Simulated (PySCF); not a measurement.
An element was calculated at UHF (PySCF 2.14, spin-free X2C, a double-zeta basis, no spin-orbit coupling), in the ground configurations that NIST lists.

| Item | Value |
| --- | --- |
| first ionisation energy | 8.504 eV |
| second ionisation energy | 20.857 eV |
| third ionisation energy | 30.960 eV |

Question: Which element is it?

Answer: Selenium (Se, Z = 34), in cc-pVDZ-DK. NIST lists 9.752, 21.196 ± 0.01, 31.697 ± 0.019 eV for these ionisation energies.
